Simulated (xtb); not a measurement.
xtb input (GFN2-xTB):

```bash
xtb mol.xyz --gfn 2 --sp --chrg 0 --uhf 0
```
mol.xyz:
```
9

N     -0.99401429    -1.40943847    -0.33383711
Al    -0.00931359     0.01894268    -0.00261122
N      1.67622943    -0.12857893     0.52268911
O     -0.76432808     1.52925101    -0.21469895
H     -0.69036544    -2.36558258    -0.25414564
H     -1.95449164    -1.36860401    -0.63386516
H      2.16188781    -1.00026063     0.66071753
H      2.28990050     0.64302709     0.72720521
H     -0.34673595     2.37727901    -0.07033845
```

End of the output:

```
         :::::::::::::::::::::::::::::::::::::::::::::::::::::
         ::                     SUMMARY                     ::
         :::::::::::::::::::::::::::::::::::::::::::::::::::::
         :: total energy             -13.616880606769 Eh    ::
         :: gradient norm              0.024698646915 Eh/a0 ::
         :: HOMO-LUMO gap              4.249390425481 eV    ::
         ::.................................................::
         :: SCC energy               -13.756731476351 Eh    ::
         :: -> isotropic ES            0.088441578885 Eh    ::
         :: -> anisotropic ES          0.005615009775 Eh    ::
         :: -> anisotropic XC          0.001431368856 Eh    ::
         :: -> dispersion             -0.003404710258 Eh    ::
         :: repulsion energy           0.139850869582 Eh    ::
         :: add. restraining           0.000000000000 Eh    ::
         :: total charge              -0.000000000000 e     ::
         :::::::::::::::::::::::::::::::::::::::::::::::::::::

           -------------------------------------------------
          |                Property Printout                |
           -------------------------------------------------

    * Orbital Energies and Occupations

         #    Occupation            Energy/Eh            Energy/eV
      -------------------------------------------------------------
         1        2.0000           -0.6515806             -17.7304
         2        2.0000           -0.5782214             -15.7342
         3        2.0000           -0.5703049             -15.5188
         4        2.0000           -0.5398108             -14.6890
         5        2.0000           -0.4976572             -13.5419
         6        2.0000           -0.4897893             -13.3278
         7        2.0000           -0.4797086             -13.0535
         8        2.0000           -0.4441176             -12.0851
         9        2.0000           -0.4322341             -11.7617
        10        2.0000           -0.4166943             -11.3388
        11        2.0000           -0.3712903             -10.1033
        12        2.0000           -0.3646123              -9.9216 (HOMO)
Note: The following floating-point exceptions are signalling: IEEE_UNDERFLOW_FLAG IEEE_DENORMAL
normal termination of xtb
        13                         -0.2084500              -5.6722 (LUMO)
        14                         -0.0739325              -2.0118
        15                          0.0069640               0.1895
        16                          0.0103858               0.2826
        17                          0.0476279               1.2960
        18                          0.0633624               1.7242
        19                          0.0673348               1.8323
        20                          0.1551487               4.2218
        21                          0.1861695               5.0659
        22                          0.2484546               6.7608
        23                          0.2555830               6.9548
       ...                                ...                  ...
        26                          0.9552312              25.9932
      -------------------------------------------------------------
                  HL-Gap            0.1561622 Eh            4.2494 eV
             Fermi-level           -0.2865312 Eh           -7.7969 eV

     #   Z          covCN         q      C6AA      α(0)
     1   7 N        2.505    -0.399    30.401     8.188
     2  13 Al       2.313     0.327   109.104    22.365
     3   7 N        2.505    -0.408    30.635     8.220
     4   8 O        1.540    -0.477    22.486     6.397
     5   1 H        0.861     0.160     1.336     1.810
     6   1 H        0.862     0.173     1.256     1.756
     7   1 H        0.861     0.158     1.351     1.821
     8   1 H        0.861     0.164     1.307     1.791
     9   1 H        0.812     0.302     0.712     1.325

 Mol. C6AA /au·bohr⁶  :        966.285062
 Mol. C8AA /au·bohr⁸  :      36242.165684
 Mol. α(0) /au        :         53.673070

Wiberg/Mayer (AO) data.
largest (>0.10) Wiberg bond orders for each atom

 ---------------------------------------------------------------------------
     #   Z sym  total        # sym  WBO       # sym  WBO       # sym  WBO
 ---------------------------------------------------------------------------
     1   7 N    3.242 --     2 Al   1.280     5 H    0.936     6 H    0.927
     2  13 Al   4.011 --     4 O    1.292     1 N    1.280     3 N    1.261
     3   7 N    3.229 --     2 Al   1.261     7 H    0.940     8 H    0.929
     4   8 O    2.243 --     2 Al   1.292     9 H    0.865
     5   1 H    0.974 --     1 N    0.936
     6   1 H    0.970 --     1 N    0.927
     7   1 H    0.975 --     3 N    0.940
     8   1 H    0.973 --     3 N    0.929
     9   1 H    0.909 --     4 O    0.865
 ---------------------------------------------------------------------------

Topologies differ in total number of bonds
Writing topology from bond orders to xtbtopo.mol

molecular dipole:
                 x           y           z       tot (Debye)
 q only:        0.452      -0.105       0.140
   full:        0.587      -0.120       0.182       1.592
molecular quadrupole (traceless):
                xx          xy          yy          xz          yz          zz
 q only:       -0.345       2.469       3.330       0.965       0.880      -2.985
  q+dip:        0.683       3.325       4.773       2.197       1.217      -5.457
   full:       -0.704       3.110       4.280       1.058       1.105      -3.576

           -------------------------------------------------
          | TOTAL ENERGY              -13.616880606769 Eh   |
          | GRADIENT NORM               0.024698646915 Eh/α |
          | HOMO-LUMO GAP               4.249390425481 eV   |
           -------------------------------------------------

------------------------------------------------------------------------
------------------------------------------------------------------------
 total:
 SCF:
```
